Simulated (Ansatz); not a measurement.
Ansatz (a quantum-chemistry and plane-wave program) input (B2PLYP/def2-TZVPD):

Ansatz 0.2 input:
```yaml
crystal:
  periodic: [false, false, false]
  atoms:
    - {symbol: C, position_ang: [-2.45648051, -0.95119400, -0.71543761]}
    - {symbol: C, position_ang: [-1.36998618, 0.11694175, -0.58577580]}
    - {symbol: C, position_ang: [-1.91944617, 1.35906374, 0.11739382]}
    - {symbol: C, position_ang: [-0.14205212, -0.46262185, 0.12511493]}
    - {symbol: C, position_ang: [1.07261674, 0.47694680, 0.15681650]}
    - {symbol: C, position_ang: [2.26255982, -0.13816235, 0.75202838]}
    - {symbol: C, position_ang: [3.47937503, -0.49046086, 0.43849886]}
    - {symbol: H, position_ang: [-2.08789622, -1.83035123, -1.24781255]}
    - {symbol: H, position_ang: [-3.32417957, -0.56831891, -1.25635868]}
    - {symbol: H, position_ang: [-2.79726875, -1.27734580, 0.27115899]}
    - {symbol: H, position_ang: [-1.06197077, 0.40856266, -1.59749544]}
    - {symbol: H, position_ang: [-2.20343494, 1.12383055, 1.14716805]}
    - {symbol: H, position_ang: [-1.19230935, 2.17138840, 0.14836693]}
    - {symbol: H, position_ang: [-2.80795519, 1.73385776, -0.39450249]}
    - {symbol: H, position_ang: [-0.41119497, -0.73369963, 1.15088106]}
    - {symbol: H, position_ang: [0.15379360, -1.39048931, -0.37127982]}
    - {symbol: H, position_ang: [1.31508424, 0.79372030, -0.87125429]}
    - {symbol: H, position_ang: [0.82525985, 1.38850593, 0.70800009]}
    - {symbol: H, position_ang: [3.88007921, -0.31881463, -0.56449433]}
    - {symbol: H, position_ang: [4.15247298, -0.96392534, 1.14578791]}
basis:
  gaussian:
    orbitals: def2-TZVPD
hamiltonian:
  xc: {name: B2PLYP}
magnetization: {spin_polarized: true, initial_magnetization: 1}
correlation: {electrons: outside_noble_gas}
```

Output:

```
Functional definition: B2PLYP
integrals: 1.73 GiB planned
2622 factors; integrals over basis functions are off by at most 9.1e-4 eV
0.55 GiB of the device are held for the grids
2.71 GiB of device memory are held for the factors and their scratch space
mean field: 4.61 GiB planned
mean field evaluation 1: about -7444.0432 eV, gradient 4.5e1 eV
mean field evaluation 2: about -7444.0791 eV, gradient 4.5e1 eV
mean field evaluation 4: about -7453.8071 eV, gradient 3.6e0 eV
mean field evaluation 8: about -7453.8912 eV, gradient 4.2e-1 eV
mean field evaluation 16: about -7453.8987 eV, gradient 7.2e-3 eV
mean field -7453.89865690 eV, -273.9257232069 hartree, gradient 4.7e-6 eV, S^2 0.772654; 0 other end points of the search recorded, 0 dependent functions left out
7 core orbitals not correlated
reference -7453.89889502 eV, -273.9257319578 hartree; 21, 20 occupied and 348, 349 virtual orbitals, 2622 factors
second order -37.74118510 eV of doubles, -0.00000000 eV of singles
Total energy: -7464.08901500 eV, -274.3002119599 hartree
```

It need not be the lowest isomer of its formula.
